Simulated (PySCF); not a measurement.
## Ionisation energy of Ho⁵¹⁺ by level of theory

Ho⁵¹⁺ [Ne] 3s2 3p4 [3p1/2^2 3p3/2^2, M_J = 2] → Ho⁵²⁺ [Ne] 3s2 3p3 [3p1/2^2 3p3/2^1, M_J = 3/2], as a difference of total energies. Calculation: PySCF 2.14, in an even-tempered Gaussian basis (18 s from 14 bohr⁻², ratio 2.4; 14 p from 18 bohr⁻², ratio 2.4; 4 d from 64 bohr⁻², ratio 2.6; 4 f from 96 bohr⁻², ratio 2.6); the two-component X2C-1e Hamiltonian. Correlated levels: 1s2 frozen; the 54 highest virtual spinors dropped. "Screened" scales the spin-orbit matrix elements by Boettger's factors to mimic the two-electron term; Breit and QED terms are absent.

| method | ionisation energy (eV) |
| --- | --- |
| GHF (spin-free) | 4746.1 |
| GMP2 (spin-free) | 4747.4 |
| GHF (screened spin-orbit) | 4695.9 |
| GMP2 (screened spin-orbit) | 4696.2 |

Breit and QED terms and the two-electron picture change are absent.

The spin-free rows relax to the high-spin LS determinant and lack the spin-orbit shift.

The labels give the starting determinants; with spin-orbit coupling the two ends relaxed to ⟨J²⟩ = 6.00, ⟨L²⟩ = 3.25, ⟨S²⟩ = 1.41 and ⟨J²⟩ = 3.75, ⟨L²⟩ = 2.53, ⟨S²⟩ = 1.51.

For comparison: 4693 ± 4 eV (theoretical estimate listed by NIST; NIST Atomic Spectra Database, ionization energies).
